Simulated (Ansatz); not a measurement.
Total energies of trans-NiH2(AsH3)2 (NiAs2H8) from Ansatz at r2SCAN-D4/def2-TZVP, gas phase (1 Eh = 27.2114 eV = 2625.5 kJ/mol). The reference geometry is relaxed at PBE0-D4/def2-SVP.

```tsv
state	geometry	energy (Eh)
charge 0 singlet	reference	-5984.83806
charge 1 doublet	reference	-5984.56157
charge 0 triplet	relaxed at PBE0-D4/def2-SVP	-5984.78270
free Ni atom (triplet)	–	-1508.25535
free H atom (doublet)	–	-0.49993
free As atom (quartet)	–	-2235.79940
```

Work out the vertical ionisation energy to the doublet.

E(charge 1 doublet) − E(charge 0 singlet) = -5984.56157 − (-5984.83806) = 0.27649 Eh = 7.52 eV. For comparison, −ε of the highest occupied level is 4.48 eV at this level, 3.04 eV less.

Which of the charge 0 states is lowest, and how far above it are the others?

The singlet. triplet: -5984.78270 − (-5984.83806) = 0.05536 Eh = 145.3 kJ/mol.

What is the binding energy per atom against free atoms?

Atoms: 1 × (-1508.25535) + 8 × (-0.49993) + 2 × (-2235.79940) = -5983.85359 Eh. Binding: -5983.85359 − (-5984.83806) = 0.98447 Eh = 26.79 eV, or 2.44 eV for each of 11 atoms (no zero-point energy, no counterpoise term).
